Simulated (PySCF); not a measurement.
# SMILES CC[C@@H]1[Se]C[C@@H]1F, C₅H₉FSe

Molfile (atoms numbered from 1):
```
C5H9FSe
     RDKit          3D

 16 16  0  0  0  0  0  0  0  0999 V2000
    2.0492   -0.0417   -1.1123 C   0  0  0  0  0  0  0  0  0  0  0  0
    0.9485    0.5638   -0.2551 C   0  0  0  0  0  0  0  0  0  0  0  0
    0.0704   -0.5111    0.3528 C   0  0  2  0  0  0  0  0  0  0  0  0
   -1.1097   -1.4153   -0.9946 Se  0  0  0  0  0  2  0  0  0  0  0  0
   -2.2132   -0.1183    0.0109 C   0  0  0  0  0  0  0  0  0  0  0  0
   -1.1637   -0.0011    1.1058 C   0  0  2  0  0  0  0  0  0  0  0  0
   -1.0264    1.2786    1.5912 F   0  0  0  0  0  0  0  0  0  0  0  0
    1.6100   -0.6642   -1.8927 H   0  0  0  0  0  0  0  0  0  0  0  0
    2.7090   -0.6627   -0.5101 H   0  0  0  0  0  0  0  0  0  0  0  0
    2.6399    0.7394   -1.5828 H   0  0  0  0  0  0  0  0  0  0  0  0
    0.3369    1.2389   -0.8578 H   0  0  0  0  0  0  0  0  0  0  0  0
    1.3815    1.1496    0.5604 H   0  0  0  0  0  0  0  0  0  0  0  0
    0.6661   -1.2324    0.9159 H   0  0  0  0  0  0  0  0  0  0  0  0
   -3.1870   -0.4901    0.3200 H   0  0  0  0  0  0  0  0  0  0  0  0
   -2.3193    0.8049   -0.5576 H   0  0  0  0  0  0  0  0  0  0  0  0
   -1.3997   -0.6294    1.9719 H   0  0  0  0  0  0  0  0  0  0  0  0
  1  2  1  0
  2  3  1  0
  3  4  1  0
  4  5  1  0
  5  6  1  0
  6  7  1  0
  6  3  1  0
  1  8  1  0
  1  9  1  0
  1 10  1  0
  2 11  1  0
  2 12  1  0
  3 13  1  1
  5 14  1  0
  5 15  1  0
  6 16  1  1
M  END
```

The calculation used PySCF 2.14.0, TDDFT B3LYP/def2-SVPD circular dichroism and optical rotation, one conformer, gas phase. Geometry: GFN2-xTB.

The molecule is flexible and this is one conformer; a measurement averages over conformers. The calculation is non-relativistic, which matters for the atoms heavier than Zn. States above about 6.2 eV (minus the energy of the highest occupied orbital) lie near or above the ionisation threshold and depend on the basis.

Problem. Draw the ECD and absorption spectra from the lowest 12 states, each a Gaussian of half-width 0.3 eV at 1/e height.

Solution. 
| E (eV) | λ (nm) | Δε (L mol⁻¹ cm⁻¹) | ε (L mol⁻¹ cm⁻¹) |
| --- | --- | --- | --- |
| 3.47 | 358 | -0.10 | 0.738 |
| 3.57 | 348 | -0.27 | 2.01 |
| 3.67 | 338 | -0.58 | 4.37 |
| 3.77 | 329 | -1.01 | 7.62 |
| 3.87 | 321 | -1.41 | 10.6 |
| 3.97 | 312 | -1.57 | 11.9 |
| 4.07 | 305 | -1.41 | 10.6 |
| 4.17 | 297 | -1.01 | 7.62 |
| 4.27 | 291 | -0.58 | 4.44 |
| 4.37 | 284 | -0.26 | 2.47 |
| 4.47 | 278 | -0.09 | 3.33 |
| 4.57 | 271 | -0.01 | 11.8 |
| 4.67 | 266 | +0.06 | 41.3 |
| 4.77 | 260 | +0.19 | 118 |
| 4.87 | 255 | +0.45 | 273 |
| 4.97 | 250 | +0.84 | 510 |
| 5.07 | 245 | +1.28 | 786 |
| 5.17 | 240 | +1.67 | 1040 |
| 5.27 | 235 | +2.00 | 1290 |
| 5.37 | 231 | +2.38 | 1620 |
| 5.47 | 227 | +2.84 | 2040 |
| 5.57 | 223 | +3.11 | 2430 |
| 5.67 | 219 | +2.68 | 2580 |
| 5.77 | 215 | +1.12 | 2470 |
| 5.87 | 211 | -1.83 | 2290 |
| 5.97 | 208 | -6.36 | 2340 |
| 6.07 | 204 | -12.56 | 2710 |
| 6.17 | 201 | -19.71 | 3280 |
| 6.27 | 198 | -25.58 | 3760 |
| 6.37 | 195 | -27.28 | 3860 |
| 6.47 | 192 | -23.41 | 3480 |
| 6.57 | 189 | -15.44 | 2840 |
| 6.67 | 186 | -6.67 | 2300 |
| 6.77 | 183 | 0.00 | 2120 |
| 6.87 | 181 | +3.28 | 2320 |
| 6.97 | 178 | +3.32 | 2840 |
| 7.07 | 175 | +1.21 | 3590 |

Δε uses R in velocity form, ε uses f in length form. Only the states computed contribute, so the short-wavelength end is incomplete.
